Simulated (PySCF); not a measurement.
Sn(H)(Cl)2(OMe) (CH4Cl2OSn), SMILES C[O][SnH]([Cl])[Cl]. Atoms are numbered in the order given.

```xyz
9

Sn     0.5146     0.1270     0.0000
Cl    -0.6589     0.9084     1.8879
Cl    -0.6589     0.9084    -1.8879
O      0.4015    -1.8426     0.0000
C     -0.8532    -2.4990     0.0000
H      2.1515     0.5935     0.0000
H     -1.4533    -2.2548    -0.8961
H     -0.6641    -3.5848     0.0000
H     -1.4533    -2.2548     0.8961
```

The structure is a stationary point at B3LYP-D3(BJ)/def2-SVP. The structure was generated by enumeration; whether it is a known compound was not checked. The def2 effective core potentials stand for the cores of Sn; spin–orbit coupling is left out. The values are those of a single conformer.

These are PySCF with PBE/def2-TZVP values and carry that method's errors.

ESP charges are fitted to the potential on shells at 1.4 to 2.0 van der Waals radii. Atomic charges (e):

```csv
atom,ESP fit,Mulliken,Löwdin
Sn1,0.34,0.94,0.11
Cl2,-0.15,-0.33,0.04
Cl3,-0.15,-0.33,0.04
O4,-0.21,-0.45,-0.09
C5,-0.27,-0.21,-0.40
H6,0.07,0.00,-0.03
H7,0.12,0.12,0.11
H8,0.14,0.13,0.11
H9,0.12,0.12,0.11
```
